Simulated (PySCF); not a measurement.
AlOCl, SMILES [O]=[Al][Cl].

Geometry: B3LYP-D3(BJ)/def2-TZVP.

Two levels are set side by side: TDA-PBE/def2-TZVPD (PySCF) and ADC(2)/aug-cc-pVDZ (PySCF). Vertical, same geometry; the bases differ. Differences are taken from unrounded values.

```tsv
quantity	ADC(2)
lowest singlet excitation (eV)	2.91
```

Question: What does TDA-PBE give, and how far is it from ADC(2)? (An estimate is asked for; the answer gives what the named calculation found.)

Answer: 
```json
[
 {"quantity": "lowest singlet excitation (eV)", "TDA-PBE": "3.26", "TDA-PBE minus ADC(2)": "0.35"}
]
```

Rough cost on one machine, each run with all the roots and properties that it gave: ADC(2) against TDA-PBE about 5 times.
